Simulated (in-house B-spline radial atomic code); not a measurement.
Ar2+: [He] 2s2 2p5 3s2 3p5 (an excited or competing configuration)

Computed with an all-electron radial atomic-structure program (B-spline basis): non-relativistic LDA VWN5, spin-polarised, spherical fractional occupations, point nucleus.

Screening seen three ways: the hydrogenic charge with the same mean radius, Z_r = [3n² - l(l+1)]/(2<r>), the one with the same energy, Z_e = n√(-2ε), and Slater's rules. Values are occupation-weighted means over spin.

```
shell  electrons   ε (eV)  <r> (bohr)    Z_r    Z_e  Slater
   1s          2  -3169.6     0.08637  17.37  15.26   17.70
   2s          2  -348.27      0.4097  14.65  10.12   14.20
   2p          5  -287.53       0.367  13.63   9.19   14.20
   3s          2  -53.823       1.279  10.56   5.97    7.95
   3p          5  -38.837        1.38   9.06   5.07    7.95
```

The least bound orbital is 3p down at -37.95 eV, and it is also the most diffuse (<r> = 1.391 bohr). The part-filled 2p shell lies below the filled 3s shell in orbital energy.
